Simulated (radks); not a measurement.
Q: All-electron atom: La III in [Kr] 4d10 5s2 5p4 5d1 6p2 (not the ground configuration). All-electron calculation, scalar-relativistic Kohn-Sham, SCAN, spin-polarised, spherical densities, finite nucleus; open shells are filled with parallel spins first (spin-orbit coupling, left out, can overturn this in heavy ions); meta-GGA in the generalised Kohn-Sham scheme; Fermi nuclear charge, rms radius 4.855 fm. Program: a radial shooting solver on a logarithmic mesh with Libxc functionals. Some entries of the table are withheld. Estimate them.

orbital,occ.,eigenvalue (Ry),<r> (bohr),<r^2> (bohr^2)
1s up,1,-2854.615,0.02507,0.0008540
1s down,1,-2854.601,0.02507,0.0008540
2s up,1,-457.4634,0.1074,0.01361
2s down,1,-457.4535,0.1074,0.01361
2p up,3,-409.9194,0.09425,0.01084
2p down,3,-409.9044,0.09425,0.01084
3s up,1,-99.93172,0.2846,0.09254
3s down,1,-99.92107,0.2845,0.09253
3p up,3,-84.62878,0.2828,0.09274
3p down,3,-84.61407,0.2828,0.09272
3d up,5,-62.69802,0.2600,0.07973
3d down,5,-62.67972,0.2600,0.07971
4s up,1,-21.88768,0.6538,0.4819
4s down,1,-21.85462,0.6543,0.4823
4p up,3,-16.87664,0.6925,0.5449
4p down,3,-16.84520,0.6925,0.5445
4d up,5,-9.61726,0.7671,(1)
4d down,5,-9.57426,0.7647,(2)
5s up,1,-4.70916,1.520,2.579
5s down,1,-4.46072,1.515,2.567
5p up,3,-3.38274,1.709,3.281
5p down,1,-3.12809,1.708,3.277
5d up,1,(3),2.283,(4)
6p up,2,-1.01645,3.974,17.49

A: 
(1) 4d up <r^2> (bohr^2): 0.6823
(2) 4d down <r^2> (bohr^2): 0.6770
(3) 5d up eigenvalue (Ry): -1.63614
(4) 5d up <r^2> (bohr^2): 5.966
